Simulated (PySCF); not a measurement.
# Electron correlation in S²⁺ (sulfur, charge +2)

[Ne] 3s2 3p2, high-spin 3P determinant. All numbers are calculated (PySCF 2.14, no relativity, point nucleus, in dyall-av3z). Frozen: [Ne]; 4 electrons correlated; the 26 highest virtual orbitals of each spin left out.

```csv
level,correlation energy (mhartree)
CCSD,-90.19
(T),-2.17
CCSD(T),-92.36
```

Diagnostics: T1 = 0.0084, D1 = 0.0213, largest double amplitude 0.104.

Cost of the coupled-cluster step: of the order of 7 core-seconds, for 4 correlated electrons.
